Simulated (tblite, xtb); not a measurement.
C$_{4}$F$_{5}$ (SMILES F[C]1C(F)=C(F)C1(F)F), doublet, at a GFN2-xTB geometry. Base run: GFN1-xTB in xtb.

Geometry (Å):
```xyz
9

F     -0.1051     2.2989     0.4584
C      0.0661     1.0236     0.1850
C      1.1413     0.2085    -0.1535
F      2.4195     0.4420    -0.3255
C      0.3680    -0.9443    -0.2434
F      0.5866    -2.2109    -0.5232
C     -0.8929    -0.1631     0.1201
F     -1.5011    -0.5065     1.2691
F     -1.8549    -0.1065    -0.8176
```
Charge 0, spin multiplicity 2.
All else is at xtb's defaults.
Base energy -34.02536 Eh.

Programs used: tblite, xtb; a row that names a program was run with it.

The base run was repeated with changes; each row names its change, and settings that it needs were set with it.

```tsv
change	ΔE vs base (kJ/mol)	dipole (D)	SCF cycles
base	0.00	1.05	9
file = coord	0.00	1.05	9
etemp = 10000	-70.4	0.75	9
acc = 1000	0.00	1.05	6
program = tblite; method = gfn1	0.00	-	-
program = tblite; method = gfn1; option = --spin-polarized	-13.95	-	-
etemp = 1000	0.00	1.05	9
program = tblite; method = gfn1; option = (--alpb, water)	13.96	-	-
acc = 0.0001	0.00	1.05	12
program = tblite; method = gfn1; option = (--guess, eeq)	0.00	-	-
```

ALPB and GBSA are two models with their own fitted parameters for each solvent, which aren't always the measured dielectric constant.
